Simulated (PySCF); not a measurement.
Orbital gap (eV) of eight silicon and germanium compounds: PBE beside ωB97X, computed with PySCF for isolated molecules in the bases named; differences from unrounded values. The eight are the first of their class met in an unordered collection, after screening for sound electronic states; none was chosen by its value. Each molecule has one DFT geometry for both levels.

```json
[
 {"molecule": "GeCl2, SMILES [Cl][Ge][Cl] (connectivity only; charge and spin as stated), neutral, multiplicity 1", "basis": "def2-TZVPD", "ωB97X": "9.20"},
 {"molecule": "Ge(H)2(vinyl)2 (C₄H₈Ge), SMILES C=[CH][GeH2][CH]=C", "basis": "def2-TZVP", "ωB97X": "11.68"},
 {"molecule": "Si(F)2(Et)(NH2) (C2H7F2NSi), SMILES F[Si](CC)(F)N", "basis": "def2-TZVP", "ωB97X": "13.26"},
 {"molecule": "C2H7FSi2, SMILES [SiH2](/C=C\\[SiH3])F", "basis": "def2-TZVP", "ωB97X": "11.28"},
 {"molecule": "FH6NOSi2, SMILES O[Si@H](F)N[SiH3]", "basis": "def2-TZVP", "ωB97X": "12.60"},
 {"molecule": "C3H7NOSi, SMILES N#CCCO[SiH3]", "basis": "def2-TZVP", "ωB97X": "13.00"},
 {"molecule": "C₂H₆O₃Si, SMILES C(=O)(O[SiH2]O)C", "basis": "def2-TZVP", "ωB97X": "12.97"},
 {"molecule": "C3H5ClGeO, SMILES C=[C](Cl)[GeH2][CH]=O", "basis": "def2-TZVP", "ωB97X": "9.99"}
]
```

**Question.** Estimate the PBE values and say how PBE differs from ωB97X over the set. (Estimate from the structure and the level; the computed values follow.)

**Answer.** 
```csv
molecule,PBE,difference
"GeCl2, SMILES [Cl][Ge][Cl] (connectivity only; charge and spin as stated), neutral, multiplicity 1",3.21,-5.99
"Ge(H)2(vinyl)2 (C₄H₈Ge), SMILES C=[CH][GeH2][CH]=C",5.08,-6.61
"Si(F)2(Et)(NH2) (C2H7F2NSi), SMILES F[Si](CC)(F)N",6.34,-6.92
"C2H7FSi2, SMILES [SiH2](/C=C\[SiH3])F",4.75,-6.53
"FH6NOSi2, SMILES O[Si@H](F)N[SiH3]",5.93,-6.67
"C3H7NOSi, SMILES N#CCCO[SiH3]",6.11,-6.89
"C₂H₆O₃Si, SMILES C(=O)(O[SiH2]O)C",5.30,-7.67
"C3H5ClGeO, SMILES C=[C](Cl)[GeH2][CH]=O",2.89,-7.10
```
PBE lies below ωB97X in 8 and above it in 0 of the eight; the mean signed difference is -6.80 and the largest -7.67 eV.
